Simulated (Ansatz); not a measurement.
Born–Oppenheimer molecular dynamics of CH₆OSSi₂ (11 atoms, charge 0, multiplicity 1). It starts from a relaxed structure.

Method: Ansatz, RKS B3LYP-D4/STO-3G.

| Quantity | Value |
| --- | --- |
| ensemble | NVE (velocity Verlet) |
| time step | 0.5 fs |
| steps asked | 400 |
| starting velocities drawn for | 300 K |
| seed | 337949 |

Frames 1 fs apart, positions in Å, forces in eV/Å.

Velocities at 100.0 fs (Å/ps):

```
O 3.16 -2.22 0.36
Si -2.36 0.46 0.60
Si 0.75 -0.24 -0.75
C -1.73 0.82 4.26
S 0.98 -0.64 -1.23
H 1.70 6.08 -9.73
H 3.43 -8.98 -16.08
H -3.25 7.31 14.32
H -17.59 5.15 6.81
H 7.06 11.39 9.16
H -7.03 18.92 -17.57
```

```xyz
11
Properties=species:S:1:pos:R:3:forces:R:3 time_fs=100.0 energy_less_start_eV=0.198 T=131
O -1.917 1.351 1.336 -0.21 -0.27 -0.91
Si -0.290 0.840 1.008 -0.96 0.36 1.51
Si 0.181 -1.188 0.170 -0.73 -0.34 0.05
C 0.954 -0.172 -1.222 1.18 -0.84 -0.44
S 0.569 1.578 -0.836 -0.22 0.36 0.26
H -2.490 1.155 0.481 0.77 0.14 0.72
H 0.257 1.137 2.368 0.09 0.08 -1.08
H -0.957 -1.932 -0.367 0.30 0.01 0.29
H 1.073 -2.077 0.905 -0.09 0.08 -0.28
H 0.648 -0.503 -2.233 -0.07 0.36 0.14
H 2.050 -0.313 -1.180 -0.04 0.07 -0.26
11
Properties=species:S:1:pos:R:3:forces:R:3 time_fs=101.0 energy_less_start_eV=0.175 T=151
O -1.914 1.349 1.336 -0.41 -0.22 -0.97
Si -0.292 0.841 1.008 -0.87 0.20 1.06
Si 0.182 -1.188 0.169 -0.81 -0.05 0.10
C 0.952 -0.172 -1.218 1.12 -0.62 -0.35
S 0.570 1.578 -0.838 -0.30 0.42 0.36
H -2.484 1.162 0.475 0.81 0.15 0.81
H 0.261 1.128 2.347 0.20 0.18 -0.70
H -0.959 -1.925 -0.351 0.18 -0.08 0.17
H 1.055 -2.071 0.910 0.10 -0.08 -0.17
H 0.654 -0.490 -2.223 -0.28 0.19 -0.21
H 2.043 -0.294 -1.198 0.27 -0.06 -0.10
11
Properties=species:S:1:pos:R:3:forces:R:3 time_fs=102.0 energy_less_start_eV=0.160 T=163
O -1.911 1.347 1.335 -0.33 -0.11 -0.66
Si -0.295 0.842 1.010 -0.84 0.02 0.47
Si 0.182 -1.188 0.168 -0.83 0.24 0.16
C 0.952 -0.172 -1.214 1.08 -0.41 -0.30
S 0.570 1.577 -0.839 -0.38 0.47 0.46
H -2.471 1.170 0.476 0.58 0.08 0.54
H 0.267 1.121 2.319 0.37 0.30 -0.19
H -0.960 -1.918 -0.334 0.02 -0.19 0.04
H 1.038 -2.067 0.914 0.30 -0.25 -0.04
H 0.658 -0.476 -2.216 -0.46 0.02 -0.52
H 2.038 -0.275 -1.218 0.50 -0.18 0.03
11
Properties=species:S:1:pos:R:3:forces:R:3 time_fs=103.0 energy_less_start_eV=0.165 T=159
O -1.908 1.344 1.334 -0.04 0.05 -0.06
Si -0.298 0.842 1.011 -0.82 -0.15 -0.14
Si 0.182 -1.189 0.167 -0.79 0.48 0.24
C 0.952 -0.172 -1.210 1.11 -0.25 -0.42
S 0.571 1.577 -0.840 -0.45 0.50 0.56
H -2.452 1.179 0.483 0.14 -0.03 -0.04
H 0.276 1.117 2.290 0.56 0.42 0.35
H -0.960 -1.914 -0.316 -0.14 -0.29 -0.09
H 1.024 -2.065 0.918 0.44 -0.36 0.06
H 0.657 -0.461 -2.213 -0.55 -0.09 -0.61
H 2.039 -0.258 -1.237 0.56 -0.29 0.15
11
Properties=species:S:1:pos:R:3:forces:R:3 time_fs=104.0 energy_less_start_eV=0.183 T=144
O -1.906 1.341 1.333 0.28 0.21 0.63
Si -0.301 0.843 1.012 -0.74 -0.28 -0.63
Si 0.182 -1.189 0.167 -0.72 0.58 0.36
C 0.954 -0.173 -1.207 1.20 -0.17 -0.78
S 0.572 1.577 -0.840 -0.51 0.52 0.66
H -2.432 1.187 0.489 -0.34 -0.15 -0.70
H 0.291 1.118 2.264 0.70 0.51 0.78
H -0.961 -1.912 -0.300 -0.25 -0.35 -0.20
H 1.014 -2.066 0.922 0.50 -0.39 0.09
H 0.652 -0.447 -2.216 -0.52 -0.13 -0.45
H 2.044 -0.244 -1.255 0.41 -0.37 0.23
11
Properties=species:S:1:pos:R:3:forces:R:3 time_fs=105.0 energy_less_start_eV=0.192 T=136
O -1.903 1.339 1.333 0.37 0.32 1.03
Si -0.305 0.843 1.013 -0.50 -0.36 -0.87
Si 0.181 -1.189 0.166 -0.63 0.52 0.51
C 0.956 -0.173 -1.205 1.30 -0.12 -1.28
S 0.572 1.577 -0.841 -0.55 0.53 0.74
H -2.416 1.194 0.488 -0.62 -0.20 -1.06
H 0.312 1.123 2.245 0.71 0.54 0.95
H -0.965 -1.913 -0.285 -0.27 -0.36 -0.26
H 1.009 -2.071 0.927 0.46 -0.32 0.05
H 0.641 -0.433 -2.224 -0.39 -0.13 -0.09
H 2.053 -0.234 -1.271 0.12 -0.43 0.28
11
Properties=species:S:1:pos:R:3:forces:R:3 time_fs=106.0 energy_less_start_eV=0.176 T=149
O -1.900 1.337 1.333 0.06 0.35 0.90
Si -0.309 0.843 1.014 -0.06 -0.36 -0.81
Si 0.181 -1.188 0.166 -0.55 0.32 0.66
C 0.960 -0.174 -1.203 1.33 -0.09 -1.77
S 0.573 1.577 -0.841 -0.57 0.51 0.81
H -2.405 1.200 0.478 -0.55 -0.15 -0.86
H 0.340 1.133 2.236 0.56 0.49 0.79
H -0.971 -1.918 -0.273 -0.20 -0.30 -0.28
H 1.008 -2.079 0.932 0.35 -0.18 -0.06
H 0.626 -0.422 -2.232 -0.20 -0.12 0.31
H 2.064 -0.227 -1.284 -0.17 -0.47 0.31
11
Properties=species:S:1:pos:R:3:forces:R:3 time_fs=107.0 energy_less_start_eV=0.154 T=168
O -1.897 1.335 1.333 -0.54 0.33 0.34
Si -0.313 0.844 1.015 0.55 -0.31 -0.52
Si 0.180 -1.188 0.166 -0.49 0.03 0.78
C 0.964 -0.175 -1.203 1.23 -0.05 -2.07
S 0.573 1.577 -0.841 -0.57 0.47 0.85
H -2.399 1.204 0.460 -0.20 -0.05 -0.22
H 0.374 1.147 2.233 0.25 0.37 0.40
H -0.979 -1.926 -0.263 -0.05 -0.19 -0.27
H 1.011 -2.088 0.937 0.20 0.01 -0.19
H 0.610 -0.411 -2.237 0.00 -0.13 0.59
H 2.073 -0.226 -1.294 -0.37 -0.49 0.31
11
Properties=species:S:1:pos:R:3:forces:R:3 time_fs=108.0 energy_less_start_eV=0.153 T=169
O -1.894 1.333 1.334 -1.16 0.32 -0.30
Si -0.317 0.844 1.015 1.22 -0.22 -0.15
Si 0.179 -1.188 0.166 -0.46 -0.26 0.84
C 0.970 -0.176 -1.204 0.98 0.01 -2.09
S 0.573 1.578 -0.841 -0.54 0.42 0.86
H -2.395 1.207 0.440 0.17 0.05 0.49
H 0.409 1.166 2.235 -0.13 0.21 -0.07
H -0.988 -1.935 -0.256 0.13 -0.05 -0.23
H 1.015 -2.098 0.940 0.05 0.19 -0.31
H 0.594 -0.402 -2.236 0.15 -0.17 0.68
H 2.078 -0.228 -1.301 -0.41 -0.49 0.27
11
Properties=species:S:1:pos:R:3:forces:R:3 time_fs=109.0 energy_less_start_eV=0.170 T=155
O -1.892 1.332 1.335 -1.58 0.33 -0.70
Si -0.320 0.844 1.015 1.82 -0.11 0.18
Si 0.178 -1.187 0.167 -0.43 -0.49 0.83
C 0.976 -0.177 -1.208 0.61 0.08 -1.81
S 0.572 1.578 -0.841 -0.49 0.35 0.85
H -2.389 1.211 0.424 0.39 0.11 0.96
H 0.444 1.186 2.236 -0.48 0.04 -0.47
H -0.995 -1.945 -0.251 0.30 0.08 -0.19
H 1.020 -2.105 0.940 -0.07 0.32 -0.39
H 0.579 -0.394 -2.230 0.23 -0.24 0.54
H 2.080 -0.236 -1.306 -0.29 -0.47 0.21
11
Properties=species:S:1:pos:R:3:forces:R:3 time_fs=110.0 energy_less_start_eV=0.185 T=142
O -1.891 1.330 1.335 -1.72 0.37 -0.75
Si -0.322 0.844 1.016 2.28 -0.01 0.39
Si 0.176 -1.187 0.168 -0.40 -0.61 0.74
C 0.983 -0.178 -1.212 0.16 0.14 -1.27
S 0.572 1.579 -0.840 -0.43 0.27 0.82
H -2.380 1.216 0.417 0.38 0.12 1.04
H 0.474 1.206 2.232 -0.76 -0.10 -0.74
H -1.000 -1.954 -0.248 0.42 0.18 -0.16
H 1.024 -2.110 0.937 -0.13 0.39 -0.41
H 0.566 -0.389 -2.218 0.23 -0.33 0.21
H 2.078 -0.247 -1.309 -0.04 -0.42 0.12
11
Properties=species:S:1:pos:R:3:forces:R:3 time_fs=111.0 energy_less_start_eV=0.186 T=141
O -1.891 1.329 1.335 -1.55 0.43 -0.41
Si -0.324 0.844 1.016 2.54 0.07 0.47
Si 0.175 -1.187 0.169 -0.34 -0.60 0.59
C 0.989 -0.178 -1.218 -0.26 0.20 -0.60
S 0.571 1.579 -0.839 -0.36 0.17 0.76
H -2.367 1.222 0.420 0.14 0.08 0.71
H 0.496 1.226 2.221 -0.91 -0.19 -0.83
H -1.000 -1.962 -0.247 0.47 0.24 -0.14
H 1.027 -2.111 0.929 -0.12 0.38 -0.37
H 0.555 -0.386 -2.204 0.18 -0.41 -0.21
H 2.077 -0.263 -1.310 0.23 -0.37 0.03
```

Of the whole run (200 fs, mean temperature of the second half 149 K): The conserved energy stayed within 0.16 meV per atom of its start (net change 0.13 meV per atom), so the integration is sound. The temperature averaged 0.50 of the 300 K drawn at the start: a run that starts near a minimum puts about half its kinetic energy into the potential. A run of 0.2 ps of so small a system gives no equilibrium averages. Limits of this set-up: minimal basis.

Run time: 7.2 min on 1 CPU thread of a shared host.
